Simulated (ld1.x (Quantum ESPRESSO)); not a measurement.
## What one change does to a pseudopotential (germanium, TM)

```
Element                 : germanium (Ge)
Generator               : ld1.x (Quantum ESPRESSO) 7.5
Type                    : norm-conserving Troullier–Martins (Kleinman–Bylander form)
Functional              : PBE
Relativity              : scalar-relativistic
Frozen core             : [Ar] 3d10
Valence charge          : 4
Reference configuration : 4s2 4p0.5 (charge +1.5)
Partial waves           : 4s (bound): rc 1.45 bohr; 4p (bound): rc 1.65 bohr; 4d channel at -0.2 Ry: rc 1.80 bohr
Local potential         : all-electron potential smoothed inside 1.10 bohr (lloc = -1)
Core correction         : none
```

Change: core correction a·sin(br)/r model core inside 1.38 bohr.

Cutoffs: the cutoffs (Ry, on a coarse ladder) from which the occupation-weighted sum of valence levels, in a spherical-Bessel basis at the reference potential, stays within 10 and 1 mRy of its value at 400 Ry; they do not see the model core or the augmentation charge, which bear on the density cutoff. Errors are all-electron minus pseudo energies relative to the spin-unpolarised reference configuration.

Q: Predict the effect on cutoff, ghosts and configuration errors.

A: The potential gets neither clearly harder nor softer (35 Ry and 70 Ry → 35 Ry and 70 Ry); both files keep a bound ghost (s); of the 7 tests that both files solve, the error grows in 2 and shrinks in 5 by more than 15 % and 0.3 meV (median size 17.6 → 6.6 meV). A model core, the more so a compact one, raises the density cutoff, which this test does not measure.

| quantity | base | changed |
| --- | --- | --- |
| cutoff, loose | 35 Ry | 35 Ry |
| cutoff, tight | 70 Ry | 70 Ry |
| bound ghosts | s | s |
| error for 4s2 4p2, meV [ΔE -14.09 eV] | +18 | -9.4 |
| error for 4s2 4p1, meV [ΔE -6.65 eV] | +3.4 | -2.2 |
| error for 4s2 4p0, meV [ΔE 8.79 eV] | +3.8 | -7.4 |
| error for 4s1 4p2, meV [ΔE 2.07 eV] | +29 | -5.1 |
| error for 4s2 4p1.5, meV [ΔE -11.29 eV] | +9.7 | -6.6 |
| error for 4s1 4p0, meV [ΔE 43.58 eV] | +122 | -147 |
| error for 4s1 4p3, meV [ΔE -6.12 eV] | +46 | -2.8 |
| s: phases at 1.95 bohr within 0.05 rad from the reference energy up to (Ry; the scan ends near 5) | to the end of the scan | to the end of the scan |
| p: phases at 1.95 bohr within 0.05 rad from the reference energy up to (Ry; the scan ends near 5) | 0.7 | 0.7 |
| d: phases at 1.95 bohr within 0.05 rad from the reference energy up to (Ry; the scan ends near 5) | 0.5 | 0.5 |

 A true bound ghost makes a file unfit for plane-wave use even where its test errors are small: the radial tests pick states by their node count and pass the ghost by.
